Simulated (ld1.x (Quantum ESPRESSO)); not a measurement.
**phosphorus (P): excitation energies, all-electron against TM**

- Element: phosphorus (P)
- Generator: ld1.x (Quantum ESPRESSO) 7.5
- Type: norm-conserving Troullier–Martins (Kleinman–Bylander form)
- Functional: Wu–Cohen
- Relativity: scalar-relativistic
- Frozen core: [Ne]
- Valence charge: 5
- Reference configuration: 3s1 3p4
- Partial waves: 3s (bound): rc 1.25 bohr; 3p (bound): rc 1.45 bohr; 3d channel at 0.5 Ry: rc 1.15 bohr
- Local potential: the d channel
- Core correction: Bessel-smoothed model core inside 1.05 bohr

Energies are relative to the spin-unpolarised reference configuration 3s1 3p4; without spin polarisation the order of configurations can differ from experiment. Not all tests gave a result: 2 of 7 tests not solved or not reliable. Left out of the table: 3s2 3p0 (solver errors, printed error -25.4 eV); 3s1 3p0 (solver errors, printed error -6.1 eV).

```tsv
valence configuration	charge	ΔE all-electron (eV)	error AE − PS (meV)
3s2 3p2	+1	1.185	-0.6
3s2 3p1	+2	20.325	-14
3s0 3p5	0	8.654	-0.6
```

(1) What are ΔE and the potential's error for 3s1 3p3?

(2) What are ΔE and the potential's error for 3s2 3p3?

Note: ghost state, extra bound levels that the all-electron valence spectrum of the same l lacks: s at -24.1 eV. A true bound ghost makes a file unfit for plane-wave use.

Answers

(1) ΔE = 10.294 eV all-electron; the error (AE − PS) is +0.7 meV.

(2) ΔE = -8.521 eV all-electron; the error (AE − PS) is -7.3 meV.
